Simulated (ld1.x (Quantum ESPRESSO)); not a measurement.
# Configuration tests for C (Z = 6) (TM)

```json
{
 "Element": "C",
 "Generator": "ld1.x (Quantum ESPRESSO) 7.5",
 "Type": "norm-conserving Troullier–Martins (Kleinman–Bylander form)",
 "Functional": "PW91",
 "Relativity": "non-relativistic",
 "Frozen core": "[He]",
 "Valence charge": "4",
 "Reference configuration": "2s2 2p2",
 "Partial waves": "2s (bound): rc 1.00 bohr; 2p (bound): rc 2.95 bohr",
 "Local potential": "all-electron potential smoothed inside 3.22 bohr (lloc = -2)",
 "Core correction": "Bessel-smoothed model core inside 0.90 bohr"
}
```

Energies are relative to the spin-unpolarised reference configuration 2s2 2p2; without spin polarisation the order of configurations can differ from experiment.

```tsv
valence configuration	charge	ΔE all-electron (eV)	error AE − PS (meV)
2s2 2p1	+1	10.932	+100
2s2 2p0	+2	35.168	+1004
2s1 2p0	+3	83.403	+1995
2s1 2p3	0	8.451	-35
2s1 2p2	+1	19.652	-182
2s2 2p2.3	-0.3	-1.175	-0.3
```

Question: What are ΔE and the potential's error for 2s2 2p1.5?

Answer: ΔE = 3.996 eV all-electron; the error (AE − PS) is +12 meV.
